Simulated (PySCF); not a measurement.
# Radial density of V (vanadium, neutral)

TPSS, [Ar] 3d3 4s2, high-spin 4F determinant. All numbers are calculated (PySCF 2.14, the non-relativistic Hamiltonian (point nucleus), in def2-TZVPPD (6s6p4d2f1g, 67 functions)).

```tsv
r (bohr)	4πr²ρ (e/bohr)	4πr²(ρα − ρβ)
0.000940	0.08674	0.0000
0.00158	0.2390	0.0000
0.00266	0.6419	0.0000
0.00447	1.673	0.0001
0.00752	4.112	0.0003
0.0127	9.203	0.0006
0.0213	17.56	0.0010
0.0358	25.85	0.0012
0.0602	25.93	0.0008
0.101	20.60	0.0045
0.170	27.10	0.0504
0.287	25.15	0.3029
0.482	9.486	1.1456
0.811	11.80	2.0769
1.36	5.596	1.5450
2.29	1.315	0.5252
3.86	0.5711	0.0606
6.49	0.05736	-0.0099
10.9	0.0004169	-0.0001
```

**Question.** Where is the radial spin density 4πr²(ρα − ρβ) most negative, and why is it negative at all?

**Answer.** Around r = 6.49 bohr, down to -0.0099 e/bohr: exchange with the open shell polarises the paired shells in an unrestricted calculation.
